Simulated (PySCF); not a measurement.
**`C1O[SiH](S)OC1`, C₂H₆O₂SSi**

Molfile (atoms numbered from 1):
```
C2H6O2SSi
     RDKit          3D

 12 12  0  0  0  0  0  0  0  0999 V2000
    2.8310    0.4821    0.9119 S   0  0  0  0  0  0  0  0  0  0  0  0
    1.0260    0.8940   -0.1248 Si  0  0  0  0  0  4  0  0  0  0  0  0
   -0.3672    1.0322    0.7959 O   0  0  0  0  0  0  0  0  0  0  0  0
   -1.1750   -0.1138    0.6121 C   0  0  0  0  0  0  0  0  0  0  0  0
   -0.8529   -0.6712   -0.7803 C   0  0  0  0  0  0  0  0  0  0  0  0
    0.5224   -0.4304   -1.0169 O   0  0  0  0  0  0  0  0  0  0  0  0
    2.4408   -0.7554    1.2916 H   0  0  0  0  0  0  0  0  0  0  0  0
    1.2773    2.1460   -0.8745 H   0  0  0  0  0  0  0  0  0  0  0  0
   -0.9496   -0.8642    1.3935 H   0  0  0  0  0  0  0  0  0  0  0  0
   -2.2363    0.1640    0.7065 H   0  0  0  0  0  0  0  0  0  0  0  0
   -1.4594   -0.1637   -1.5532 H   0  0  0  0  0  0  0  0  0  0  0  0
   -1.0538   -1.7519   -0.8454 H   0  0  0  0  0  0  0  0  0  0  0  0
  1  2  1  0
  2  3  1  0
  3  4  1  0
  4  5  1  0
  5  6  1  0
  6  2  1  0
  1  7  1  0
  2  8  1  0
  4  9  1  0
  4 10  1  0
  5 11  1  0
  5 12  1  0
M  END
```

Level of theory: GIAO CAM-B3LYP/pcSseg-1 magnetisability, rotational g tensor and spin-rotation constants, non-relativistic, gas phase (PySCF). Geometry: PBE0-D3(BJ)/def2-SVP.

Question: How diamagnetic is it, and how anisotropic?

Answer: Isotropic -1189 × 10⁻³⁰ J/T², or -71.6 × 10⁻⁶ cm³/mol; principal values -1240, -1218, -1108 × 10⁻³⁰ J/T², anisotropy 122 × 10⁻³⁰ J/T² (root of half the summed squared differences of the principal values). The susceptibility is in cgs units.

Question: Split it along the inertial axes a, b, c into diamagnetic and paramagnetic parts about the centre of mass, with the quadrupole moment.

Answer: 
```csv
axis,χ (10⁻⁶ cm³/mol),diamagnetic (10⁻⁶ cm³/mol),paramagnetic (10⁻⁶ cm³/mol),summed x² of all electrons (Å²),quadrupole Θ (D Å)
a,-74.0,-336.9,262.9,164.2,+3.49
b,-66.8,-828.5,761.8,48.3,-9.41
c,-74.0,-901.2,827.2,31.1,+5.92
```
Anisotropies 2χaa − χbb − χcc = -7.2 and 2χbb − χaa − χcc = +14.5 × 10⁻⁶ cm³/mol. Θ is traceless in Buckingham's convention.

Question: And the rotational g tensor?

Answer: 
| axis | rotational constant (GHz) | g | nuclear part | electronic part |
| --- | --- | --- | --- | --- |
| a | 5.0826 | -0.0425 | 0.5853 | -0.6278 |
| b | 1.6095 | -0.0132 | 0.5628 | -0.5760 |
| c | 1.4435 | -0.0130 | 0.5480 | -0.5610 |

Asymmetric top; isotopes 12C, 1H, 16O, 32S, 28Si; no vibrational averaging.
